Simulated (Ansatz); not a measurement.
Input and output for C$_{2}$H$_{6}$InN.

```yaml
crystal:
  periodic: [false, false, false]
  atoms:
    - {symbol: N, position_ang: [-0.984458, 0.651702, -0.528806]}
    - {symbol: C, position_ang: [-0.650967, -0.572363, -0.038898]}
    - {symbol: C, position_ang: [0.166623, -0.810378, 1.003798]}
    - {symbol: In, position_ang: [2.023014, 0.116674, -1.119909]}
    - {symbol: H, position_ang: [-1.500439, 0.727352, -1.384402]}
    - {symbol: H, position_ang: [-0.465197, 1.460514, -0.215237]}
    - {symbol: H, position_ang: [-1.087591, -1.406028, -0.581653]}
    - {symbol: H, position_ang: [0.569680, -0.006937, 1.607476]}
    - {symbol: H, position_ang: [0.353054, -1.830440, 1.306674]}
    - {symbol: H, position_ang: [1.659181, 1.618803, -0.046043]}
basis:
  gaussian: {orbitals: def2-TZVPD}
hamiltonian: {xc: {name: PBEsol}}
accuracy: high
output: {forces: true}
```

```sh
$ ansatz run in.yaml --threads 4 --pin off --events-out ev --progress --plain --max-ram 10444MiB
```

Output, abridged:

```
Functional definition: PBEsol
3899 factors; integrals over basis functions are off by at most 3.8e-9 eV
mean field evaluation 1: about -8794.6768 eV, gradient 8.2e1 eV
mean field evaluation 2: about -8695.9567 eV, gradient 1.8e2 eV
mean field evaluation 4: about -8807.1433 eV, gradient 3.5e1 eV
mean field evaluation 8: about -8810.2470 eV, gradient 3.5e-1 eV
mean field evaluation 16: about -8810.2412 eV, gradient 1.6e-4 eV
mean field -8810.24120918 eV, -323.7703926413 hartree, gradient 5.8e-8 eV, S^2 0.000000; 0 other end points of the search recorded, 0 dependent functions left out
reference -8810.24121435 eV, -323.7703928313 hartree; 23, 23 occupied and 198, 198 virtual orbitals, 3899 factors
Total energy: -8810.24121435 eV, -323.7703928313 hartree
Atom 0 at    -0.984458     0.651702    -0.528806 Å, force    -0.038160    -0.322013     0.167919 eV/Å
Atom 1 at    -0.650967    -0.572363    -0.038898 Å, force    -0.059548     0.180796    -0.186643 eV/Å
Atom 2 at     0.166623    -0.810378     1.003798 Å, force     0.183321     0.006405     0.080509 eV/Å
Atom 3 at     2.023014     0.116674    -1.119909 Å, force    -0.131030    -0.091454     0.036276 eV/Å
Atom 4 at    -1.500439     0.727352    -1.384402 Å, force    -0.282784     0.046135    -0.450822 eV/Å
Atom 5 at    -0.465197     1.460514    -0.215237 Å, force     0.345510     0.476303     0.198643 eV/Å
Atom 6 at    -1.087591    -1.406028    -0.581653 Å, force    -0.158795    -0.281018    -0.199583 eV/Å
Atom 7 at     0.569680    -0.006937     1.607476 Å, force     0.134700     0.289044     0.206753 eV/Å
Atom 8 at     0.353054    -1.830440     1.306674 Å, force     0.070119    -0.341177     0.100961 eV/Å
Atom 9 at     1.659181     1.618803    -0.046043 Å, force    -0.063333     0.036978     0.045986 eV/Å
Dipole moment:    -0.414269    -0.086796    -0.160939 e Å
```

Run time 5.5 s (4 threads of an AMD EPYC 9R45 on a shared host); peak host memory 1.3 GiB.
